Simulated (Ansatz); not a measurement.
Born–Oppenheimer molecular dynamics of H$_{4}$O$_{2}$Sn (7 atoms, charge 0, multiplicity 1). It starts from a relaxed structure.

Computed with Ansatz 0.2.0, RKS B3LYP/def2-SVP.

- ensemble: NVE (velocity Verlet)
- time step: 0.25 fs
- steps asked: 150
- starting velocities drawn for: 200 K
- seed: 166841

Frames 0.5 fs apart, positions in Å, forces in eV/Å.

Velocities at 30.0 fs (Å/ps):

```
Sn 0.83 -0.67 -0.08
H -5.60 10.84 -1.91
O -4.38 0.27 1.63
H 0.16 -6.49 -3.64
O -2.19 3.81 -1.91
H 1.65 5.98 16.02
H 10.48 3.38 3.51
```

```xyz
7
Properties=species:S:1:pos:R:3:forces:R:3 time_fs=30.0 energy_less_start_eV=0.052 T=120
Sn -0.096 -0.167 0.229 -0.15 0.56 -0.68
H -0.014 0.037 1.861 0.04 0.12 0.89
O 1.783 -0.135 -0.422 0.12 0.09 0.12
H 1.892 -0.624 -1.244 0.06 -0.08 -0.19
O -1.071 1.471 -0.437 0.13 -0.47 -0.54
H -1.232 1.367 -1.399 0.04 0.20 0.58
H -0.847 -1.542 -0.401 -0.24 -0.42 -0.17
7
Properties=species:S:1:pos:R:3:forces:R:3 time_fs=30.5 energy_less_start_eV=0.051 T=122
Sn -0.096 -0.167 0.229 -0.20 0.65 -0.64
H -0.017 0.043 1.861 0.04 0.12 0.88
O 1.781 -0.135 -0.421 0.20 -0.02 -0.10
H 1.892 -0.627 -1.246 0.03 0.04 0.01
O -1.072 1.473 -0.438 0.23 -0.47 -0.07
H -1.231 1.371 -1.390 -0.04 0.15 0.12
H -0.842 -1.541 -0.399 -0.27 -0.47 -0.19
7
Properties=species:S:1:pos:R:3:forces:R:3 time_fs=31.0 energy_less_start_eV=0.053 T=118
Sn -0.095 -0.167 0.229 -0.26 0.73 -0.58
H -0.019 0.049 1.863 0.04 0.11 0.83
O 1.779 -0.135 -0.420 0.28 -0.13 -0.30
H 1.892 -0.630 -1.248 0.00 0.15 0.19
O -1.073 1.474 -0.439 0.34 -0.47 0.46
H -1.230 1.374 -1.381 -0.13 0.10 -0.40
H -0.837 -1.541 -0.398 -0.29 -0.50 -0.21
7
Properties=species:S:1:pos:R:3:forces:R:3 time_fs=31.5 energy_less_start_eV=0.059 T=109
Sn -0.095 -0.168 0.229 -0.32 0.80 -0.49
H -0.022 0.055 1.867 0.04 0.10 0.74
O 1.777 -0.135 -0.420 0.36 -0.22 -0.47
H 1.892 -0.633 -1.250 -0.03 0.24 0.35
O -1.074 1.476 -0.440 0.45 -0.46 0.96
H -1.230 1.378 -1.373 -0.21 0.05 -0.89
H -0.834 -1.542 -0.398 -0.30 -0.51 -0.21
7
Properties=species:S:1:pos:R:3:forces:R:3 time_fs=32.0 energy_less_start_eV=0.065 T=100
Sn -0.095 -0.168 0.229 -0.38 0.84 -0.38
H -0.024 0.061 1.873 0.04 0.08 0.63
O 1.775 -0.135 -0.419 0.43 -0.28 -0.59
H 1.893 -0.635 -1.251 -0.04 0.31 0.46
O -1.075 1.478 -0.441 0.53 -0.46 1.37
H -1.230 1.382 -1.367 -0.27 0.01 -1.28
H -0.831 -1.544 -0.397 -0.30 -0.50 -0.20
7
Properties=species:S:1:pos:R:3:forces:R:3 time_fs=32.5 energy_less_start_eV=0.067 T=97
Sn -0.094 -0.168 0.229 -0.46 0.88 -0.26
H -0.027 0.068 1.881 0.03 0.05 0.49
O 1.773 -0.135 -0.418 0.49 -0.31 -0.66
H 1.893 -0.637 -1.250 -0.05 0.34 0.51
O -1.076 1.479 -0.441 0.59 -0.48 1.59
H -1.231 1.386 -1.365 -0.31 -0.01 -1.49
H -0.829 -1.548 -0.398 -0.29 -0.48 -0.19
7
Properties=species:S:1:pos:R:3:forces:R:3 time_fs=33.0 energy_less_start_eV=0.063 T=103
Sn -0.094 -0.168 0.229 -0.53 0.89 -0.14
H -0.029 0.074 1.889 0.03 0.03 0.34
O 1.771 -0.135 -0.418 0.54 -0.30 -0.65
H 1.892 -0.638 -1.249 -0.05 0.33 0.50
O -1.076 1.481 -0.442 0.60 -0.51 1.59
H -1.232 1.390 -1.366 -0.30 -0.01 -1.47
H -0.827 -1.552 -0.399 -0.27 -0.43 -0.16
7
Properties=species:S:1:pos:R:3:forces:R:3 time_fs=33.5 energy_less_start_eV=0.053 T=118
Sn -0.093 -0.169 0.228 -0.62 0.89 -0.02
H -0.031 0.081 1.899 0.02 0.00 0.19
O 1.769 -0.135 -0.417 0.57 -0.25 -0.59
H 1.892 -0.638 -1.246 -0.04 0.29 0.42
O -1.077 1.482 -0.442 0.57 -0.55 1.36
H -1.234 1.394 -1.370 -0.26 0.01 -1.23
H -0.826 -1.558 -0.400 -0.24 -0.38 -0.13
7
Properties=species:S:1:pos:R:3:forces:R:3 time_fs=34.0 energy_less_start_eV=0.043 T=134
Sn -0.093 -0.169 0.228 -0.70 0.88 0.10
H -0.033 0.088 1.909 0.02 -0.03 0.03
O 1.767 -0.135 -0.417 0.59 -0.17 -0.47
H 1.892 -0.637 -1.242 -0.03 0.21 0.29
O -1.078 1.484 -0.442 0.50 -0.61 0.96
H -1.237 1.398 -1.377 -0.18 0.03 -0.82
H -0.826 -1.565 -0.401 -0.21 -0.31 -0.10
7
Properties=species:S:1:pos:R:3:forces:R:3 time_fs=34.5 energy_less_start_eV=0.037 T=143
Sn -0.093 -0.169 0.228 -0.78 0.85 0.20
H -0.035 0.094 1.919 0.01 -0.06 -0.12
O 1.766 -0.135 -0.417 0.60 -0.06 -0.31
H 1.892 -0.636 -1.238 0.00 0.10 0.12
O -1.078 1.485 -0.441 0.42 -0.66 0.47
H -1.240 1.402 -1.386 -0.08 0.06 -0.31
H -0.826 -1.572 -0.403 -0.17 -0.23 -0.06
7
Properties=species:S:1:pos:R:3:forces:R:3 time_fs=35.0 energy_less_start_eV=0.039 T=140
Sn -0.092 -0.169 0.228 -0.87 0.82 0.30
H -0.037 0.101 1.929 0.01 -0.09 -0.26
O 1.764 -0.135 -0.417 0.60 0.06 -0.13
H 1.891 -0.634 -1.233 0.03 -0.02 -0.07
O -1.079 1.486 -0.441 0.34 -0.71 -0.03
H -1.244 1.406 -1.396 0.01 0.09 0.20
H -0.827 -1.580 -0.405 -0.13 -0.15 -0.01
7
Properties=species:S:1:pos:R:3:forces:R:3 time_fs=35.5 energy_less_start_eV=0.049 T=125
Sn -0.092 -0.169 0.228 -0.95 0.78 0.38
H -0.040 0.107 1.938 0.01 -0.12 -0.38
O 1.762 -0.135 -0.416 0.60 0.18 0.06
H 1.891 -0.633 -1.228 0.07 -0.14 -0.26
O -1.079 1.487 -0.441 0.26 -0.74 -0.47
H -1.247 1.411 -1.405 0.10 0.11 0.66
H -0.828 -1.588 -0.407 -0.08 -0.06 0.03
```

Of the whole run (38 fs, mean temperature of the second half 113 K): The conserved energy stayed within 0.039 meV per atom of its start (net change 0.035 meV per atom), so the integration is sound. A run of 0.037 ps of so small a system gives no equilibrium averages.

Run time: 2.9 min on 1 thread of AMD EPYC 9B45 (Zen 5) (shared host), peak memory 0.16 GiB.
